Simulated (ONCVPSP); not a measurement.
**iron (Fe), ONCV: configuration errors across variants**

iron, optimised norm-conserving Vanderbilt (ONCV), made with ONCVPSP 4.0.1 (PBE, scalar-relativistic). Core [Ne] 3s2, reference 3p6 3d6 4s2. Waves: 4s: rc 2.55 bohr, ncon 4, nbas 7, qcut 2.7 1/bohr, 3 projectors, debl 3.5 Ha; 3p: rc 0.80 bohr, ncon 4, nbas 8, qcut 8.8 1/bohr, 3 projectors, debl 4 Ha; 3d: rc 1.05 bohr, ncon 4, nbas 9, qcut 14.4 1/bohr, 2 projectors, debl 3.3 Ha; f scattering state at 0.06 Ha: rc 2.20 bohr, ncon 3, nbas 6, qcut 5.8 1/bohr, 2 projectors, debl 1.6 Ha. Local part: polynomial inside 0.50 bohr (lpopt 5, dvloc0 0 Ha). Core correction: Teter function, fcfact 5.25, rcfact 1.1.

All-electron excitation energies from the reference (eV): (1) 3p6 3d6 4s1 8.729; (2) 3p6 3d6 4s0 24.932; (3) 3p6 3d5 4s0 59.155; (4) 3p6 3d7 4s1 -0.792.

1 further variants failed, have other tests or too few solved ones, and are left out.

A true bound ghost makes a file unfit for plane-wave use even where its test errors are small: the radial tests pick states by their node count and pass the ghost by.

Errors AE − PS in meV (a dash: test not solved or not reliable):

```json
{"change": "base", "(1)": "-5.9", "(2)": "-29", "(3)": "+59", "(4)": "-32", "bound ghosts": "s, p, f", "GHOST(+) flags above zero": "s"}
{"change": "s: rc 2.02", "(1)": "-5.9", "(2)": "-26", "(3)": "+119", "(4)": "-49", "bound ghosts": "s, p, f", "GHOST(+) flags above zero": "s"}
{"change": "s: rc 2.2", "(1)": "-5.7", "(2)": "-25", "(3)": "+115", "(4)": "-47", "bound ghosts": "s, p, f", "GHOST(+) flags above zero": "s"}
{"change": "s: rc 2.5", "(1)": "-5.7", "(2)": "-28", "(3)": "+69", "(4)": "-34", "bound ghosts": "s, p, f", "GHOST(+) flags above zero": "s"}
{"change": "s: rc 2.94", "(1)": "-9.3", "(2)": "-54", "(3)": "-78", "(4)": "-2.7", "bound ghosts": "s, p, f", "GHOST(+) flags above zero": "s"}
{"change": "s: rc 3.24", "(1)": "-15", "(2)": "-90", "(3)": "-220", "(4)": "+23", "bound ghosts": "s, p, f", "GHOST(+) flags above zero": "s"}
{"change": "s: rc 3.44", "(1)": "-73", "(2)": "-122", "(3)": "-332", "(4)": "+16", "bound ghosts": "s, p, f", "GHOST(+) flags above zero": "s"}
{"change": "s: rc 3.74", "(1)": "-86", "(2)": "-178", "(3)": "-517", "(4)": "+40", "bound ghosts": "s, p, f", "GHOST(+) flags above zero": "s"}
```

Problem. Give the same row for: s: rc 2.78.

Solution. -7.3, -41, -17, -15; bound ghosts: s, p, f; GHOST(+) flags above zero: s.
